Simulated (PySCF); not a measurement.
Two species compared at the same levels of theory.

First species: C₇H₁₄GeO.
InChI=1S/C7H14GeO/c1-4-5-6(2)7(3)9-8/h4H,1,5H2,2-3,8H3/b7-6+

Second species: C₇H₁₄GeO.
Geometry (PBE0-D3(BJ)/def2-SVP, Å), atoms numbered from 1 in this order:
```xyz
23
C7H14GeO angstrom
Ge    -3.2884    1.2618    0.2963
O     -1.8906    0.7378   -0.6798
C     -0.5703    1.0371   -0.2933
C      0.3394    0.8365   -1.4930
C      1.7474    1.3348   -1.1906
C      2.3093    0.7772    0.0988
C      2.2929   -0.6926    0.3825
C      1.3740    0.2204    1.1465
C     -0.1240    0.1736    0.8852
H     -4.4861    1.1612   -0.6564
H     -3.4805    0.3410    1.5186
H     -3.0357    2.7125    0.7607
H     -0.4920    2.1053    0.0070
H      0.3366   -0.2336   -1.7632
H     -0.0868    1.3746   -2.3531
H      1.7193    2.4357   -1.1089
H      2.4251    1.1062   -2.0304
H      3.1806    1.3213    0.4782
H      3.1478   -1.1317    0.9033
H      1.8331   -1.3554   -0.3574
H      1.6564    0.4105    2.1862
H     -0.6660    0.4863    1.7928
H     -0.4503   -0.8587    0.6712
```

Levels: B3LYP/def2-SVPD for HOMO energy, LUMO energy, HOMO–LUMO gap and static isotropic polarisability; TDDFT B3LYP/def2-SVPD for lowest singlet excitation; TDA B3LYP/def2-SVPD for lowest triplet excitation (Tamm–Dancoff); ΔSCF B3LYP/def2-SVPD for vertical ionisation energy. Geometries: PBE0-D3(BJ)/def2-SVP. All species are isolated and taken at one optimised geometry, non-relativistic unless stated; the electronic structure was computed with PySCF and density fitting.

Dipoles, sizes and rotational constants follow the conformer. The torsions of the flexible species, by atom-mapped SMILES:
- `[CH2:1]=[CH:2][CH2:3]/[C:4]([CH3:5])=[C:6](\[CH3:7])[O:8][GeH3:9]`: C1–C2–C3–C4 125°, C2–C3–C4–C5 95°, C4–C6–O8–Ge9 -132°

The conformers of `[GeH3][O][C@@H]1CC[C@@H]2C[C@@H]2C1` aren't listed.

Values for the first species:

* HOMO energy: -5.80 eV
* LUMO energy: -0.30 eV
* HOMO–LUMO gap: 5.50 eV
* Lowest singlet excitation: 4.72 eV
* Lowest triplet excitation (Tamm–Dancoff): 3.93 eV
* Static isotropic polarisability: 124.7 au
* Vertical ionisation energy: 7.69 eV

**Question.** Estimate the same properties for the second species, and the change in each.

**Answer.** 
| property | first | second | second less first |
| --- | --- | --- | --- |
| HOMO energy | -5.80 eV | -7.12 eV | -1.32 eV |
| LUMO energy | -0.30 eV | -0.03 eV | +0.27 eV |
| HOMO–LUMO gap | 5.50 eV | 7.09 eV | +1.59 eV |
| lowest singlet excitation | 4.72 eV | 6.14 eV | +1.42 eV |
| lowest triplet excitation (Tamm–Dancoff) | 3.93 eV | 5.86 eV | +1.93 eV |
| static isotropic polarisability | 124.7 au | 112.7 au | -12.0 au |
| vertical ionisation energy | 7.69 eV | 8.93 eV | +1.24 eV |

On the first: The vertical singlet–triplet gap S1 − T1 is 0.79 eV (TDDFT singlet less Tamm–Dancoff triplet). S1 lies 0.78 eV below the HOMO–LUMO gap; its leading configuration is HOMO→LUMO, weight 0.91. The calculation is non-relativistic and has no spin–orbit coupling, an omission that weighs most on germanium.

On the second: S1 lies 0.95 eV below the HOMO–LUMO gap; its leading configuration is HOMO→LUMO, weight 0.83. The vertical singlet–triplet gap S1 − T1 is 0.28 eV (TDDFT singlet less Tamm–Dancoff triplet; S1: HOMO→LUMO, weight 0.83; T1: HOMO→LUMO, weight 0.79). Relativistic effects, spin–orbit coupling among them, are left out although an element past zinc is present.
